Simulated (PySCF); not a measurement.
## Working out the ionisation energy of Ag⁺

Ag⁺ [Kr] 4d10 (1S) → Ag²⁺ [Kr] 4d9 (2D). All numbers are calculated (PySCF 2.14, a scalar-relativistic core potential, in cc-pVDZ-PP with ECP28MDF (4s4p3d1f, 38 functions)). Frozen: 4s2 4p6. Energies in hartree (1 hartree = 27.21139 eV):

```json
{"part": "UHF", "Ag⁺ (lower)": "-145.820491", "Ag²⁺ (upper)": "-145.095196"}
{"part": "MP2 opposite-spin", "Ag⁺ (lower)": "-0.166424", "Ag²⁺ (upper)": "-0.129767"}
{"part": "MP2 same-spin", "Ag⁺ (lower)": "-0.096837", "Ag²⁺ (upper)": "-0.076621"}
```

Q: What does Hartree-Fock give?

A: (-145.095196) − (-145.820491) = 0.725295 hartree = 19.736 eV.

Q: What do MP2 and SCS-MP2 (6/5 opposite-spin, 1/3 same-spin) give?

A: The opposite-spin parts differ by 0.997 eV and the same-spin parts by 0.550 eV. MP2: 19.736 + (0.997) + (0.550) = 21.283 eV. SCS-MP2: 19.736 + 1.2 × (0.997) + (0.550)/3 = 21.116 eV.

Reference: 21.484 eV (measured; NIST Atomic Spectra Database, ionization energies), between the lowest levels; spin-orbit coupling is absent from the calculation.

A double-zeta basis recovers only part of the correlation energy.

What remains against the reference includes basis incompleteness, the frozen core and correlation beyond second order.
